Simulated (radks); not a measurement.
Trend from Mg+ to Ar+: ionisation energy by Delta-SCF between NIST ground configurations, and size. Method: scalar-relativistic Kohn-Sham, PBE, spin-polarised, spherical densities, finite nucleus; open shells are filled with parallel spins first; Fermi nuclear charge, rms radius of each element as measured or else 0.836 A^(1/3) + 0.57 fm; computed with a radial shooting solver on a logarithmic mesh with Libxc functionals.

| species | configuration | configuration of the ion | IE (eV) | NIST (eV) | kind |
|---|---|---|---|---|---|
| Mg+ | [Ne] 3s1 | [Ne] | 15.362 | 15.035 | exp. |
| Al+ | [Ne] 3s2 | [Ne] 3s1 | 18.793 | 18.829 | exp. |
| Si+ | [Ne] 3s2 3p1 | [Ne] 3s2 | 16.266 | 16.346 | exp. |
| P+ | [Ne] 3s2 3p2 | [Ne] 3s2 3p1 | 19.867 | 19.769 | semi-emp. |
| S+ | [Ne] 3s2 3p3 | [Ne] 3s2 3p2 | 23.369 | 23.338 | exp. |
| Cl+ | [Ne] 3s2 3p4 | [Ne] 3s2 3p3 | 23.628 | 23.814 | exp. |
| Ar+ | [Ne] 3s2 3p5 | [Ne] 3s2 3p4 | 27.689 | 27.630 | exp. |

Reference values: NIST Atomic Spectra Database (exp. = measured, semi-emp. = semi-empirical, theory = theoretical value adopted there). Open shells are spherical and high-spin; term and fine-structure splittings are not resolved.
